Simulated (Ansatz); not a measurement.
Start from `NB(F)F` and change one atom or group to get `O=CB(F)F`.

Ansatz, PBE0-D4/def2-TZVP geometries, multiplicity 1. Each molecule was computed in one conformer, which needn't be the lowest.

```
                                                                                  property  `NB(F)F`
                                          size of the dipole moment (B3LYP/def2-TZVPP) / D      2.71
                                                         LUMO energy (PBE/def2-TZVPP) / eV     -0.14
ideal-gas entropy at 298 K and 1 bar (rigid rotor, harmonic PBE0-D4/def2-TZVP) / J/(mol·K)       272
                                                         HOMO energy (PBE/def2-TZVPP) / eV     -7.11
                                                        LUMO energy (PBE0/def2-TZVPP) / eV      0.65
                                        size of the dipole moment (ωB97M-V/def2-TZVPP) / D      2.68
```

Problem. Give the same properties after the change, and the shifts. (An estimate is asked.)

Solution. Ansatz gave: 
| property | `O=CB(F)F` | shift |
| --- | --- | --- |
| size of the dipole moment (B3LYP/def2-TZVPP) / D | 1.75 | -0.96 |
| LUMO energy (PBE/def2-TZVPP) / eV | -3.85 | -3.71 |
| ideal-gas entropy at 298 K and 1 bar (rigid rotor, harmonic PBE0-D4/def2-TZVP) / J/(mol·K) | 307 | 35 |
| HOMO energy (PBE/def2-TZVPP) / eV | -6.19 | 0.92 |
| LUMO energy (PBE0/def2-TZVPP) / eV | -2.78 | -3.43 |
| size of the dipole moment (ωB97M-V/def2-TZVPP) / D | 1.77 | -0.91 |

With PBE0 the HOMO rises by 0.79 eV and the LUMO falls by 3.43 eV, so the gap narrows by about 4.22 eV. PBE moves the HOMO by 0.92 eV and ωB97M-V by 0.81 eV. Dipoles are sizes alone; their direction can turn.

B3LYP here is the variant with VWN-RPA as its local correlation; programs differ in this.
